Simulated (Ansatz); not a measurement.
`O[Si](O)(O)[TeH]` + H₂S → `O[Si](O)(S)[TeH]` + H₂O  (ligand exchange at the Si–O bond)

Gas-phase electronic energies from Ansatz, PBE0-D4/def2-TZVP geometries. CCSD(T)/CBS adds triple-zeta CCSD(T) − MP2 to the extrapolated MP2 energy (def2 sets, frozen cores). This one scheme is used for every species. def2 core potentials past Kr. For Te outer-core shells are correlated without core-valence functions, which leaves a few kJ/mol of doubt a bond. Each species was taken in one conformer, which may not be the lowest.

`O[Si](O)(O)[TeH]`:

Z-matrix (Å, degrees):
```
Si
O 1 1.636
O 1 1.629 2 114.7
O 1 1.631 2 107.0 3 117.5
Te 1 2.488 2 105.9 3 -119.1
H 2 0.959 1 117.2 3 59.7
H 3 0.960 1 116.1 2 94.8
H 4 0.958 1 117.8 2 56.5
H 5 1.656 1 91.5 2 165.7
```

H₂S:

```xyz
3

S    -0.371   -0.393   -0.302
H     0.948   -0.155   -0.329
H    -0.577    0.548    0.631
```

`O[Si](O)(S)[TeH]`:

Z-matrix (Å, degrees):
```
Si
O 1 1.636
S 1 2.129 2 110.2
O 1 1.639 2 114.9 3 -116.6
Te 1 2.485 2 100.2 3 123.4
H 2 0.960 1 116.7 3 40.3
H 3 1.344 1 92.2 2 -131.5
H 4 0.960 1 115.6 2 -75.4
H 5 1.658 1 90.6 2 -179.6
```

H₂O:

Cartesian coordinates in Å:
```
O -0.088 0.215 0.312
H 0.322 0.511 -0.503
H -0.234 -0.726 0.191
```

| species | HF/def2-QZVPP energy (Eh) |
| --- | --- |
| `O[Si](O)(O)[TeH]` | -783.18425 |
| H₂S | -398.71944 |
| `O[Si](O)(S)[TeH]` | -1105.80950 |
| H₂O | -76.06663 |

(1) Work out ΔE.

Largest T1 diagnostic among the species: 0.012.

## Answers

(1) ΔE = (-1105.80950) + (-76.06663) − (-783.18425) − (-398.71944) = 0.02756 Eh = +0.75 eV. CCSD(T)/CBS gives +0.47 eV.

From PBE to PBE0 (25 % exact exchange), in def2-TZVPP and without D4, ΔE moves by +0.04 eV. The D4 term adds −0.07 eV with B3LYP and −0.04 eV with PBE0; it sums over pairs of atoms, weighted by their polarisabilities, and B3LYP, whose exchange is more repulsive, gets the larger term. In def2-TZVPP, CCSD(T) changes the Hartree–Fock value by −0.20 eV (the triples alone add −0.04 eV) and MP2 by −0.26 eV.

B3LYP here is the variant with VWN-RPA as its local correlation; programs differ in this.
